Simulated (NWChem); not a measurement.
Atomisation of disilylmethane (CH8Si2)

```
C
H 1 1.1039
H 1 1.1039 2 106.67
Si 1 1.8832 2 108.51 3 -116.73
H 4 1.4954 1 110.42 2 177.87
H 4 1.4954 5 108.34 1 -121.04
H 4 1.4957 5 108.39 6 -117.42
Si 1 1.8832 2 108.51 3 116.73
H 8 1.4954 1 110.42 2 -177.87
H 8 1.4954 9 108.34 1 121.04
H 8 1.4957 9 108.39 10 117.42
```
Charge 0, spin multiplicity 1.

Program: NWChem. Structure: optimised with PBE0/def2-SVP, a minimum by its harmonic frequencies.

Basis set: def2-TZVP. The atomisation energy is electronic alone: no zero-point, thermal, spin-orbit or counterpoise terms. No value is extrapolated to the basis-set limit. Free atoms are single determinants with multiplicities Si 3, C 3, H 2. Correlated methods freeze the same cores in atoms and molecule, 11 orbitals in all.

The cost column gives rough processor time relative to HF; each entry includes its own SCF. Costs are the molecule's.

B3LYP has NWChem's definition, with VWN1-RPA local correlation. The stability of the SCF solutions was not checked. Open-shell Hartree-Fock references start from PBE0 orbitals; any time given for them includes that run.

```tsv
method	atomisation energy (kcal/mol)	relative cost
HF	(withheld)	1
PBE0	(withheld)	under 3
PBE	(withheld)	under 3
B3LYP	(withheld)	under 3
r2SCAN	835.4	under 3
M06-2X	833.8	under 3
TPSS	851.2	under 3
MP2	800.2	3
```

Q: Complete the blanks.

A: 
- HF, atomisation energy (kcal/mol): 649.5
- PBE0, atomisation energy (kcal/mol): 825.5
- PBE, atomisation energy (kcal/mol): 825.1
- B3LYP, atomisation energy (kcal/mol): 830.3
